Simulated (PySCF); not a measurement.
Compound: C₃H₈OSi.
Structure used (GFN2-xTB), in Å, numbered top down from 1:
```xyz
13
C3H8OSi angstrom
C     -2.2291   -0.0126   -0.2126
Si    -0.5849    0.1418    0.7077
C      0.8340   -0.3846   -0.4918
C      2.2268    0.0825   -0.1584
O      0.6050   -1.0741   -1.4599
H     -2.2985    0.7075   -1.0242
H     -3.0732    0.1537    0.4505
H     -2.3339   -1.0032   -0.6471
H     -0.3137    1.5148    1.1502
H     -0.5121   -0.7576    1.8654
H      2.9603   -0.3396   -0.8424
H      2.2512    1.1688   -0.2209
H      2.4637   -0.1971    0.8658
```

The closed-shell SCF was solved with PySCF and density fitting under several settings on one GFN2-xTB geometry (grid level 2 and gas phase unless stated).

```json
{"settings": "PBE0/6-311G**, IEF-PCM methanol", "basis functions": "146", "SCF cycles": "13", "E (Eh)": "-483.5557", "HOMO (eV)": "-6.71", "LUMO (eV)": "-0.85", "dipole (D)": "2.76"}
{"settings": "wB97X-D/aug-cc-pVDZ", "basis functions": "191", "SCF cycles": "13", "E (Eh)": "-483.7954", "HOMO (eV)": "-8.60", "LUMO (eV)": "0.78", "dipole (D)": "2.26"}
```

Problem. Estimate the row for these settings: PW91/6-31G*.

Solution. 
| settings | basis functions | SCF cycles | E (Eh) | HOMO (eV) | LUMO (eV) | dipole (D) |
| --- | --- | --- | --- | --- | --- | --- |
| PW91/6-31G* | 90 | 15 | -483.7152 | -4.97 | -1.77 | 1.72 |

Problem. Over all rows, what range does the HOMO–LUMO gap span?

Solution. From 3.20 eV (PW91/6-31G*) to 9.38 eV (wB97X-D/aug-cc-pVDZ). The functional of the narrowest has no exact exchange, that of the widest range-separated exact exchange.

Problem. And the dipole moment?

Solution. From 1.72 D (PW91/6-31G*) to 2.76 D (PBE0/6-311G**, IEF-PCM methanol); the largest is 1.60 times the smallest, and the median is 2.26 D.

wB97X-D ran without the empirical dispersion term, which would shift the total energy alone. Cycle counts include a coarse-grid stage where the run had one. All basis functions are spherical, in the Pople sets too. One conformer (not necessarily the lowest) at the GFN2-xTB geometry, without vibrations or thermal averaging.
